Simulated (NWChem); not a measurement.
## A calculation on iminoborane (H₂BN)

SMILES: B=N
```xyz
4

B      0.0000     0.0000    -0.7011
N      0.0000     0.0000     0.5488
H      0.0000     0.0000    -1.8910
H      0.0000     0.0000     1.5544
```
Charge 0, spin multiplicity 1.

The numbers come from NWChem runs, not from measurements. The geometry was optimised at PBE/def2-SVP, a minimum by its harmonic frequencies.

Symmetry labels belong to the abelian group C2v used in the runs, with the axes of the coordinates shown; states degenerate in a higher group split over its labels.

B3LYP has NWChem's definition, with VWN1-RPA local correlation.

List the lowest 5 singlet excitations that TD-B3LYP/aug-cc-pVDZ, VWN1-RPA local correlation gives, with oscillator strengths.


```json
[
 {"state": "1", "symmetry": "a2", "energy (eV)": "6.75", "wavelength (nm)": "184", "f": "0.000"},
 {"state": "2", "symmetry": "a2", "energy (eV)": "6.88", "wavelength (nm)": "180", "f": "0.000"},
 {"state": "3", "symmetry": "a1", "energy (eV)": "6.88", "wavelength (nm)": "180", "f": "0.000"},
 {"state": "4", "symmetry": "b1", "energy (eV)": "7.21", "wavelength (nm)": "172", "f": "0.061"},
 {"state": "5", "symmetry": "b2", "energy (eV)": "7.21", "wavelength (nm)": "172", "f": "0.061"}
]
```
